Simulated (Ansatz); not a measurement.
Frontier orbitals of FGaH₇NSi₂, SMILES `N[SiH2][SiH2][GaH][F]`.

Charge 0, multiplicity 1. Correlated methods include outer-core shells of Ga, which these sets cover unevenly. Scalar relativity is left out up to krypton. The structure was optimised at the PBE0-D4/def2-TZVP level. It is one conformer, not always the lowest. Basis def2-TZVPP, Ansatz.

```
functional  HOMO (eV)  LUMO (eV)
     BHLYP      -7.87      -0.11
```

Q: Give HOMO and LUMO (eV) with LDA (SPW92), PBE, revPBE, BLYP, r2SCAN, B97M-V, PBE0, B3LYP, r2SCANh, r2SCAN0, HSE06 (plane-wave form), CAM-B3LYP, LC-ωPBE, ωB97X-V, ωB97M-V. (An estimate is asked.)

A: Computed: 
```tsv
functional	HOMO	LUMO
LDA (SPW92)	-6.04	-1.88
PBE	-5.92	-1.68
revPBE	-5.88	-1.59
BLYP	-5.78	-1.55
r2SCAN	-6.16	-1.39
B97M-V	-6.27	-1.61
PBE0	-6.96	-0.91
B3LYP	-6.77	-1.10
r2SCANh	-6.54	-1.13
r2SCAN0	-7.11	-0.74
HSE06 (plane-wave form)	-6.57	-1.27
CAM-B3LYP	-8.16	0.04
LC-ωPBE	-9.39	1.15
ωB97X-V	-9.10	1.00
ωB97M-V	-8.91	0.70
```

B3LYP here is the variant with VWN-RPA as its local correlation; programs differ in this. LC-ωPBE has ω = 0.4 bohr⁻¹. Positive LUMOs are unbound and depend on the basis.
